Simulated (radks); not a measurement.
Task: Radial electron density D(r) = 4 pi r^2 rho(r) of an atom or ion with 15 electrons. Method: scalar-relativistic Kohn-Sham, exchange-only LDA, spin-unpolarised, spherical densities, point nucleus; computed with a radial shooting solver on a logarithmic mesh with Libxc functionals.

```
   r/bohr * D(r) (the largest magnitude, 18.3, reaches the edge; | marks zero)
 0.004105 | *
 0.004703 | *
 0.005388 |  *
 0.006173 |  *
 0.007073 |   *
 0.008103 |    *
 0.009284 |      *
  0.01064 |       *
  0.01219 |         *
  0.01396 |            *
  0.01599 |               *
  0.01832 |                  *
  0.02099 |                      *
  0.02405 |                          *
  0.02734 |                               *
  0.03132 |                                    *
  0.03588 |                                         *
  0.04111 |                                             *
   0.0471 |                                                 *
  0.05396 |                                                    *
  0.06182 |                                                      *
  0.07083 |                                                      *
  0.08115 |                                                    *
  0.09297 |                                                 *
   0.1065 |                                             *
    0.122 |                                        *
   0.1398 |                                     *
   0.1602 |                                   *
   0.1835 |                                    *
   0.2102 |                                       *
   0.2409 |                                            *
    0.276 |                                                *
   0.3162 |                                                   *
   0.3622 |                                                    *
    0.415 |                                                *
   0.4754 |                                         *
   0.5447 |                                *
   0.6241 |                       *
    0.715 |               *
   0.8191 |          *
   0.9385 |        *
    1.075 |        *
    1.232 |        *
    1.411 |         *
    1.617 |        *
    1.852 |       *
    2.105 |     *
    2.412 |   *
    2.763 |  *
    3.166 |*
    3.627 |*
    4.156 *
    4.761 *
    5.455 *
    6.249 *
     7.16 *
```

What is the nuclear charge?

Result: Z = 16. The innermost maximum, from 1s, lies near gamma/Z bohr with gamma = sqrt(1 - (Z/c)^2) = 0.993, here 0.0621 bohr (found: 0.0659), and its height grows with Z. The density is that of the sulfur ion S+ in [Ne] 3s2 3p3; the configuration itself is not fixed sharply by these data, and Z only to about a unit. D(r) has 3 maxima, at r = 0.0659, 0.340, 1.41 bohr, and minima at 0.164, 1.02 bohr, inside which lie 2.18, 10.39 electrons.
